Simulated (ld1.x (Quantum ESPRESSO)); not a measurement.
## cobalt (Co), TM: configuration errors across variants

| Item | Value |
| --- | --- |
| Element | Co (Z = 27) |
| Generator | ld1.x (Quantum ESPRESSO) 7.5 |
| Type | norm-conserving Troullier–Martins (Kleinman–Bylander form) |
| Functional | LDA (PZ) |
| Relativity | scalar-relativistic |
| Frozen core | [Ne] 3s2 |
| Valence charge | 15 |
| Reference configuration | 3p6 3d7 4s1 4p0 (charge +1) |
| Partial waves | 3p (bound): rc 0.80 bohr; 3d (bound): rc 0.95 bohr; 4s (bound): rc 1.70 bohr |
| Local potential | the s channel |
| Core correction | none |

All-electron excitation energies from the reference (eV): (1) 3p6 3d7 4s2 4p0 -9.296; (2) 3p6 3d7 4s0 4p0 17.085; (3) 3p6 3d6 4s0 4p0 53.273; (4) 3p6 3d7 4s0 4p1 5.452; (5) 3p6 3d7.5 4s1.5 4p0 -10.276; (6) 3p6 3d5 4s0 4p0 108.925; (7) 3p6 3d6 4s2 4p0 6.164; (8) 3p6 3d7 4s1 4p0 spin -2.579; (9) 3p6 3d7 4s2 4p0 spin -11.279.

Spin tests fill each open shell by Hund’s rule, majority spin first.

Tests that are not counted but printed errors over 1 eV. “all radii scaled by about 0.75 (s 1.28, p 0.60, d 0.72 bohr)”: 3p6 3d6 4s2 4p0 (solver errors, printed error -2897 eV).

1 further variants failed, have other tests or too few solved ones, and are left out.

A true bound ghost makes a file unfit for plane-wave use even where its test errors are small: the radial tests pick states by their node count and pass the ghost by. Where a test does run into it, the solver fails or the error is huge.

Errors AE − PS in meV (a dash: test not solved or not reliable):

| change | (1) | (2) | (3) | (4) | (5) | (6) | (7) | (8) | (9) | bound ghosts |
| --- | --- | --- | --- | --- | --- | --- | --- | --- | --- | --- |
| base | -2.2 | -12 | -293 | -1165 | -31 | -1392 | -311 | +460 | +464 | none |
| all radii scaled by about 0.75 (s 1.28, p 0.60, d 0.72 bohr) | +15 | +3.9 | -301 | -812 | +39 | -1402 | – | +526 | +530 | s (extra level of the local part) |
| all radii scaled by about 0.95 (s 1.62, p 0.76, d 0.90 bohr) | -0.8 | -9.1 | -300 | -1115 | -27 | -1423 | -266 | +468 | +470 | none |
| all radii scaled by about 1.12 (s 1.90, p 0.90, d 1.06 bohr) | -3.9 | -14 | -269 | -1214 | -34 | -1282 | -350 | +443 | +450 | none |
| all radii scaled by about 1.18 (s 2.00, p 0.94, d 1.12 bohr) | -3.9 | -14 | -262 | -1216 | -34 | -1241 | -348 | +436 | +443 | none |
| all radii scaled by about 1.30 (s 2.22, p 1.04, d 1.24 bohr) | -3.2 | -14 | -261 | -1215 | -33 | -1188 | -321 | +420 | +426 | none |
| all radii scaled by about 1.37 (s 2.32, p 1.10, d 1.30 bohr) | -2.7 | -13 | -261 | -1215 | -32 | -1154 | -303 | +412 | +416 | none |

Problem. Give the same row for: all radii scaled by about 1.05 (s 1.78, p 0.84, d 1.00 bohr).

Solution. -3.1, -13, -283, -1195, -32, -1345, -335, +452, +457; bound ghosts: none.
